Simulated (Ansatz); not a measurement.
Cost and result for the atomization energy of C2H7BO2, SMILES `CCOBO` (12 atoms, 11 bonds).

```xyz
12

C    -0.379   -0.350    1.651
C     0.251    0.587    0.649
O    -0.316    0.396   -0.636
B     0.401   -0.133   -1.659
O    -0.189   -0.318   -2.866
H     0.022   -0.162    2.650
H    -1.461   -0.210    1.682
H    -0.175   -1.391    1.390
H     1.335    0.436    0.604
H     0.070    1.628    0.932
H     1.551   -0.444   -1.531
H    -1.110   -0.038   -2.865
```

The species carries charge 0 and has multiplicity 1. All single points use the PBE0-D4/def2-TZVP geometry. It is one conformer, not always the lowest. Program: Ansatz. All runs use 4 threads of an Arm Neoverse V1 on a shared host. Times are those of one run each, without the atoms' runs, and a repeat can differ threefold. Electronic energies, without spin–orbit coupling; frozen cores. CCSD(T)/CBS adds CCSD(T) − MP2 in def2-TZVPP to the MP2 limit, and its time is that of the two runs behind it. T1 = 0.012. B3LYP takes the VWN-RPA correlation (the form of Gaussian; ORCA's B3LYP/G).

CCSD(T)/CBS is a level of theory with its own doubt, some kJ/mol a heavy atom from the limit and from the frozen cores, so smaller differences don't rank the functionals.

| level | functions | wall time |
| --- | --- | --- |
| PBE0-D4/def2-TZVPP | 253 | 2.4 s |
| PBE-D4/def2-TZVPP (with forces) | 253 | 2.8 s |
| r2SCAN-D4/def2-TZVPP (with forces) | 253 | 4 s |
| B3LYP-D4/def2-TZVPP (with forces) | 253 | 4 s |
| B2PLYP/def2-TZVPP | 253 | 4.7 s |
| ωB97X-V/def2-TZVPP | 253 | 7 s |
| ωB97M-V/def2-TZVPP (with forces) | 253 | 10 s |
| MP2/def2-QZVPP | 495 | 25 s |
| CCSD(T)/def2-TZVPP | 253 | 2.7 min |
| CCSD(T)/CBS(def2) | – | 3.2 min |

(1) What atomization energy does each give, and how far from CCSD(T)/CBS? (Estimate.)

Results:

(1) Computed: 
```
                             level  atomization (kJ/mol)  difference from CCSD(T)/CBS  per bond
                PBE0-D4/def2-TZVPP                4886.0                          8.9       0.8
   PBE-D4/def2-TZVPP (with forces)                4975.1                         98.0       8.9
r2SCAN-D4/def2-TZVPP (with forces)                4897.4                         20.3       1.8
 B3LYP-D4/def2-TZVPP (with forces)                4882.6                          5.5       0.5
                 B2PLYP/def2-TZVPP                4843.2                        -33.9      -3.1
                ωB97X-V/def2-TZVPP                4880.4                          3.3       0.3
  ωB97M-V/def2-TZVPP (with forces)                4897.1                         20.0       1.8
                    MP2/def2-QZVPP                4923.1                         46.0       4.2
                CCSD(T)/def2-TZVPP                4765.1                       -112.0     -10.2
                 CCSD(T)/CBS(def2)                4877.1                          0.0       0.0
```

In def2-TZVPP, CCSD(T) changes the Hartree–Fock value by +1130.4 kJ/mol (the triples alone add +63.7 kJ/mol) and MP2 by +1222.1 kJ/mol; breaking electron pairs costs correlation energy, which Hartree–Fock lacks. From PBE to PBE0 (25 % exact exchange), in def2-TZVPP and without D4, the atomization energy moves by −86.2 kJ/mol: exact exchange takes away binding that semilocal exchange gives to molecules. The D4 term adds +27.3 kJ/mol with B3LYP and +14.4 kJ/mol with PBE0; it sums over pairs of atoms, weighted by their polarisabilities, and B3LYP, whose exchange is more repulsive, gets the larger term.
